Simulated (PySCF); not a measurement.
Ionisation and electron attachment of `C[C@H]1C[P@](C)(=N)C1` (C5H12NP)

Molecule: `C[C@H]1C[P@](C)(=N)C1` (C5H12NP). Coordinates in Å; atoms count from 1 in this order:
```
C    -1.9896   -0.2645    0.8896
C    -1.2489    0.1995   -0.3626
C    -0.2129    1.3405   -0.1053
P     1.1999    0.1528   -0.4032
C     1.7376   -0.4769    1.2150
N     2.5002    0.4412   -1.2502
C    -0.2687   -0.8647   -0.9521
H    -1.2925   -0.5838    1.6804
H    -2.6484   -1.1183    0.6644
H    -2.6117    0.5451    1.3036
H    -1.9931    0.5074   -1.1143
H    -0.2594    1.8335    0.8781
H    -0.2255    2.1173   -0.8850
H     2.3659    0.2885    1.6930
H     2.3460   -1.3781    1.0511
H     0.8842   -0.7157    1.8624
H     2.3446    0.8075   -2.1892
H    -0.3012   -0.9174   -2.0511
H    -0.3543   -1.8868   -0.5519
```

These are calculated values, PBE0-D3(BJ)/ma-def2-SVP in PySCF (grid level 2) at geometries from B3LYP-D3(BJ)/ma-def2-SVP. Thermal corrections: GFN2-xTB frequencies, unscaled, ideal gas at 298.15 K and 1 bar, quasi-RRHO entropy. These were taken at the GFN2-xTB minima.

Frontier levels of the parent: HOMO -6.24 eV, LUMO 0.12 eV.

Oxidation to the radical cation:
- Vertical ionisation energy (electronic): 8.09 eV
- Adiabatic ionisation energy (with zero-point energy): 7.65 eV
- Adiabatic, electronic part: 7.72 eV
- Vertical gap at the product's structure: 7.18 eV
- Inner reorganisation energy (four-point): 908 meV
- Relaxation of product / of parent: 367 / 542 meV
- ⟨S²⟩ of the product: 0.756
- Largest spin populations: N6 0.95, C7 0.10
- Largest changes of atomic charge: N6 0.48
- Distances that move most (Å): P4–N6 1.578 → 1.676; C3–P4 1.870 → 1.829; P4–C7 1.869 → 1.838; P4–C5 1.818 → 1.804
- Potential in dichloromethane: 5.79 V absolute, 1.15 V against Fc+/Fc computed at 4.64 V (solvation -36 → -213 kJ/mol)
- Potential in water: 5.60 V absolute, 1.15 V against Fc+/Fc computed at 4.45 V (solvation -44 → -239 kJ/mol)

Vertical electron affinity to the radical anion: -1.01 eV. The extra electron is not bound at this structure, the number hangs on the basis, and the ion was not relaxed.

Solvents are IEF-PCM continua (electrostatics only, gas-phase structures); absolute potentials refer to an electron at rest in vacuum. Fc+/Fc in dichloromethane, 4.64 V, is PBE0-D3(BJ)/ma-def2-SVP on PBE0-D3(BJ)/def2-SVP structures with GFN2-xTB thermal terms. Benchmark calculations put it near 5.0 V in acetonitrile and DMSO, so it is about 0.4 V low, and the value against it can read up to that much too high. Fc+/Fc in water, 4.45 V, is PBE0-D3(BJ)/ma-def2-SVP on PBE0-D3(BJ)/def2-SVP structures with GFN2-xTB thermal terms. Benchmark calculations put it near 5.0 V in acetonitrile and DMSO, so it is about 0.5 V low, and the value against it can read up to that much too high.

Note: ma-def2-SVP is a small basis, whose errors can reach tens of kJ/mol.

Run with `OMP_NUM_THREADS=1 python redox_run.py task.json out` on 1 thread of Arm Neoverse N1, a shared host. Structures, frequencies and single points: 24 min of wall time.
